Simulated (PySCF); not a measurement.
## Spin-Hamiltonian simulation

Molecule: BMe2(iPr), C₅H₁₃B.

Cartesian coordinates in Å; atom numbers follow the order of the lines, from 1:
```xyz
19

B     0.594    0.506   -0.083
C     2.166    0.493   -0.039
H     2.592   -0.191   -0.791
H     2.457    0.060    0.938
H     2.652    1.476   -0.122
C    -0.189    1.869   -0.069
H    -0.149    2.242   -1.113
H     0.307    2.645    0.535
H    -1.253    1.811    0.206
C    -0.193   -0.874   -0.108
C    -1.334   -0.909   -1.124
C    -0.719   -1.120    1.314
H     0.511   -1.693   -0.347
H    -0.971   -0.771   -2.155
H    -2.074   -0.116   -0.927
H    -1.871   -1.871   -1.090
H    -1.260   -2.080    1.374
H     0.093   -1.155    2.059
H    -1.421   -0.329    1.626
```

No solvent, rapidly exchanging positions averaged, non-relativistic Hamiltonian, a single conformation. PBE0-D3(BJ)/def2-SVP geometry; couplings computed with B3LYP/pcJ-1 (spin–dipole term only in couplings to heteroatoms); shieldings: GIAO B3LYP/pcSseg-1; PySCF 2.14.

Chemical shifts δ = σref − σ; $^{1}$H (31.38 ppm) against TMS, all at this level.

Shifts (ppm): H13 1.30, H14/H15/H16/H17/H18/H19 0.88.
Couplings (Hz): H13–H14, H13–H15, H13–H16, H13–H17, H13–H18, H13–H19: 7.9; H14–H15, H14–H16, H15–H16, H17–H18, H17–H19, H18–H19: -13.9; H14–H17, H14–H18, H14–H19, H15–H17, H15–H18, H15–H19 …: 0.1.

The 7-spin Hamiltonian (Zeeman plus full scalar coupling among like nuclei) was diagonalised exactly; lines are Lorentzian, 0.7 Hz wide, and the maxima above 3 % are listed with the tallest set to 100.

(1) Give the $^{1}$H peak list of this spin system at 80 MHz.

(2) And at 500 MHz?

(3) Among coupled protons with different shifts, which pair is furthest from first order, and how does the field change that?

Answers

(1) 
δ in ppm (height): 1.409 (5), 1.365 (3), 1.323 (7), 1.300 (5), 1.269 (4), 1.214 (12), 1.134 (11), 1.066 (4), 0.918 (100), 0.836 (51), 0.828 (37), 0.799 (13), 0.769 (4)

(2) 
| Hz | ppm | height |
| --- | --- | --- |
| 658.1 | 1.316 | 6 |
| 650.2 | 1.300 | 8 |
| 642.3 | 1.285 | 7 |
| 634.5 | 1.269 | 3 |
| 443.9 | 0.888 | 100 |
| 436.0 | 0.872 | 91 |

(3) H13 and H14: Δν/J is about 4.3 at 80 MHz (intermediate, with clear roofing) and 26.6 at 500 MHz (close to first order). J in Hz doesn't depend on the field, while Δν in Hz grows in proportion to it.

Unscaled 3J(H,H) at this level run about 10 % above measured values.
